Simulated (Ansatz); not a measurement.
```xyz
8

C    -0.896    1.301   -0.424
C    -0.139    0.300   -0.023
O     0.815    0.242    1.004
Si    0.692   -1.251    0.221
H    -1.585    1.159   -1.245
H    -0.843    2.272    0.056
H     1.855   -1.667   -0.590
H     0.100   -2.357    1.001
```

The species carries charge 0 and has multiplicity 1.

**Question.** List the PBE/def2-TZVPP orbital energies in eV (Ansatz 0.2.0). (Estimate.)

**Answer.** The calculation gave: Occupied: -1780.61, -510.94, -270.34, -268.63, -138.33, -95.12, -95.04, -95.01, -26.27, -18.27, -14.00, -13.10, -11.11, -10.87, -10.37, -9.26, -8.46, -6.82, -5.77. Lowest empty: -1.79, -0.85, 0.11, 0.22, 1.74, 2.26, 2.51, 3.40.
